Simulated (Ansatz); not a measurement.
Calculated with Ansatz (gas phase, PBE0-D4/def2-TZVP geometries, no zero-point term in ΔE). CBS: MP2 limit from def2 TZ/QZ plus the TZ coupled-cluster correction, frozen cores. Functionals use def2-TZVPP. Elements past krypton have def2 core potentials. For Se, Sn outer-core shells are correlated without core-valence functions, which leaves a few kJ/mol of doubt a bond. Scalar relativity is left out up to krypton. Each species was taken in one conformer, which may not be the lowest.

`C[Se][SnH3]` + `OC(O)[SiH3]` → `C[Se]C(O)O` + `[SiH3][SnH3]`  (redistribution)

```csv
level,ΔE (eV)
PBE-D4,0.42
r2SCAN-D4,0.47
BHLYP,0.58
RPA@PBE/def2-TZVPP,0.47
```

(1) What does CCSD(T)/CBS give? (Estimate.)

(2) What do rigid-rotor, harmonic-oscillator terms from PBE0-D4/def2-TZVP frequencies (298.15 K, 1 bar) make of the CCSD(T)/CBS value? (An estimate is asked.)

Largest T1 diagnostic among the species: 0.013.

## Answers

(1) Ansatz gave: +0.55 eV. The listed levels differ from it by -0.13, -0.08, 0.03, -0.08 eV.

(2) Ansatz gave: ΔZPE = -0.01 eV, ΔH = +0.54 eV, ΔS = -10 J/(mol·K), ΔG = +0.57 eV.

From BLYP to BHLYP (50 % exact exchange), in def2-TZVPP and without D4, ΔE moves by +0.07 eV. At CCSD(T), def2-SVP lies −0.05 eV from the extrapolated value and def2-TZVPP −0.08 eV.
